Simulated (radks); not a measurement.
Values are calculated unless marked as measured or tabulated.
Spherical jellium clusters: N electrons in a uniform positive sphere of charge N and radius rs N^(1/3), rs = 2.23 bohr. Level of theory: non-relativistic Kohn-Sham, LDA (Slater exchange, Perdew-Wang correlation), spin-polarised, spherical densities (a radial shooting solver with Libxc functionals). Levels are named by radial order and angular momentum (1s, 1p, 1d, 2s, ...), and open shells are averaged over m.

N = 4, configuration 1s2 1p(up 2, down 0). This is the lowest configuration that the search found. Occupied and some empty levels:

level,occupation,eigenvalue (eV),<r> (bohr)
1s up,1,-7.9798,2.737
1s down,1,-7.0563,2.717
1p up,2,-3.4326,3.961
1p down,0,-2.5126,4.159
2s up,0,-0.85680,7.267
2s down,0,-0.56068,8.206

Energy (eV): total -0.998522, kinetic 16.929, external -130.58, Hartree 59.044, exchange-correlation -20.188, background 73.796.

Electron density:

r (bohr),n(r) (e/bohr^3)
0.331,0.02523
0.700,0.02468
1.07,0.02366
1.44,0.02209
1.80,0.01992
2.17,0.01722
2.54,0.01419
2.91,0.01111
3.28,0.008257
3.65,0.005869
4.02,0.004044
4.39,0.002727
4.75,0.001816
5.12,0.001197
5.49,0.0007837
5.86,0.0005114
6.23,0.0003324
6.60,0.0002157
6.97,0.0001396
7.33,0.00009030
